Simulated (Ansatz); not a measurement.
Question: Name a neutral molecule of C, F, Zr and H with HOMO–LUMO gap (B3LYP/def2-TZVPP) between 5.90 and 6.20 eV and HOMO energy (PBE0/def2-TZVPP) between -7.70 and -7.40 eV (Ansatz, PBE0-D4/def2-TZVP geometry).

Answer: `CC(C)(C)[CH2][Zr]([F])([F])[F]` (6.02 eV, -7.63 eV). Other molecules can fit too; these were computed, each in one conformer that needn't be the lowest.

B3LYP here is the variant with VWN-RPA as its local correlation; programs differ in this.
